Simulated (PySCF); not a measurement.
K (SMILES [K+]), charge +1, singlet; PySCF with SCAN/def2-SV(P).

Input for PySCF:
```python
from pyscf import gto, scf, dft

mol = gto.M(
    atom='''
K     0.00000000    0.00000000    0.00000000
''',
    basis='def2-sv(p)',
    charge=1,
    verbose=4,
)

mf = dft.RKS(mol)
mf.xc = 'scan'
mf.kernel()
```

It wrote (shortened):

```
PySCF version 2.14.0

[INPUT] verbose = 4
[INPUT] num. atoms = 1
[INPUT] num. electrons = 18
[INPUT] charge = 1
[INPUT] spin (= nelec alpha-beta = 2S) = 0
[INPUT] symmetry False subgroup None
[INPUT] Mole.unit = angstrom
[INPUT] Symbol           X                Y                Z      unit          X                Y                Z       unit  Magmom
[INPUT]  1 K      0.000000000000   0.000000000000   0.000000000000 AA    0.000000000000   0.000000000000   0.000000000000 Bohr   0.0

nuclear repulsion = 0
number of shells = 10
number of NR pGTOs = 51
number of NR cGTOs = 24
basis = def2-sv(p)
ecp = {}

******** <class 'pyscf.dft.rks.RKS'> ********
method = RKS
initial guess = minao
damping factor = 0
level_shift factor = 0
DIIS = <class 'pyscf.scf.diis.CDIIS'>
diis_start_cycle = 1
diis_space = 8
diis_damp = 0
SCF conv_tol = 1e-09
SCF conv_tol_grad = None
SCF max_cycles = 50
direct_scf = True
direct_scf_tol = 1e-13
XC library pyscf.dft.libxc version 7.1.2
    S. Lehtola, C. Steigemann, M. J. T. Oliveira, and M. A. L. Marques,  SoftwareX 7, 1–5 (2018)
XC functionals = scan
    J. Sun, A. Ruzsinszky, and J. P. Perdew,  Phys. Rev. Lett. 115, 036402 (2015)
    J. Sun, A. Ruzsinszky, and J. P. Perdew,  Phys. Rev. Lett. 115, 036402 (2015)
radial grids:
    Treutler-Ahlrichs [JCP 102, 346 (1995); DOI:10.1063/1.469408] (M4) radial grids

becke partition: Becke, JCP 88, 2547 (1988); DOI:10.1063/1.454033
pruning grids: <function nwchem_prune>
grids dens level: 3
symmetrized grids: False
atomic radii adjust function: <function treutler_atomic_radii_adjust>
small_rho_cutoff = 0
Set gradient conv threshold to 3.16228e-05
Initial guess from minao.
tot grids = 20040
init E= -599.828860419808
  HOMO = -0.727357931275876  LUMO = -0.0836235666241424  gap/eV = 17.51690
cycle= 1 E= -599.715936681452  delta_E= 0.113  |g|= 0.0306  |ddm|= 1.11
  HOMO = -0.953746452555623  LUMO = -0.184021751450445  gap/eV = 20.94528
cycle= 2 E= -599.716445253054  delta_E= -0.000509  |g|= 0.00218  |ddm|= 0.063
  HOMO = -0.948085027692433  LUMO = -0.180439823763057  gap/eV = 20.88869
cycle= 3 E= -599.716447328282  delta_E= -2.08e-06  |g|= 4.26e-06  |ddm|= 0.00459
  HOMO = -0.948083873157948  LUMO = -0.180592161234616  gap/eV = 20.88451
cycle= 4 E= -599.716447328288  delta_E= -5.46e-12  |g|= 4.41e-08  |ddm|= 8.59e-06
  HOMO = -0.948083954357075  LUMO = -0.18059181467768  gap/eV = 20.88452
Extra cycle  E= -599.716447328288  delta_E= -3.41e-13  |g|= 3.01e-09  |ddm|= 9.38e-08
converged SCF energy = -599.716447328288
```
